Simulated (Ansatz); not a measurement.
CH₇AlS₂Si. Total charge 0; spin multiplicity 1. The bonds changed during the relaxation, so this is another structure than the one it started from.

Z-matrix (Å, degrees):
```
Si
S 1 2.204
Al 1 2.912 2 55.5
S 1 2.078 2 103.3 3 -20.5
H 1 1.483 2 102.9 3 101.5
H 1 1.485 2 106.9 3 -142.4
C 2 1.818 1 99.2 3 95.8
H 3 1.587 1 130.0 2 -69.8
H 3 1.585 1 104.8 2 95.3
H 7 1.089 2 108.9 1 80.1
H 7 1.090 2 110.5 1 -41.6
H 7 1.089 2 107.2 1 -160.8
```

**Question.** What are the harmonic wavenumbers in cm⁻¹ at PBE0-D4/def2-TZVP (Ansatz, finite differences of forces, unscaled)? (Estimate.)

**Answer.** Computed: 69, 134, 156, 170, 252, 266, 395, 422, 450, 478, 549, 556, 634, 672, 717, 745, 817, 947, 988, 994, 1352, 1462, 1466, 1910, 1923, 2225, 2239, 3071, 3169, 3181.

**Question.** Is this a minimum?

**Answer.** Yes, all 30 modes are real.

**Question.** Give the ideal-gas thermochemistry at 298.15 K and 1 bar (rigid rotor, harmonic oscillator; point group C1, symmetry number 1).

**Answer.** Zero-point energy 193.8 kJ/mol; H(298) − E = 219.1 kJ/mol; entropy 379.9 J/(mol·K), of which translation 170.3, rotation 118.6, vibration 91.0; G(298) − E = 105.8 kJ/mol. Modes under 100 cm⁻¹ are hindered rotations or soft bends, so the harmonic entropy is rough.

**Question.** And at 400, 500, 600, 800 and 1000 K?

**Answer.** 
| T (K) | H − E (kJ/mol) | S (J/mol/K) | G − E (kJ/mol) |
| --- | --- | --- | --- |
| 400 | 234.2 | 423.4 | 64.8 |
| 500 | 251.1 | 461.2 | 20.6 |
| 600 | 269.7 | 495.0 | -27.3 |
| 800 | 310.6 | 553.6 | -132.3 |
| 1000 | 355.1 | 603.3 | -248.1 |
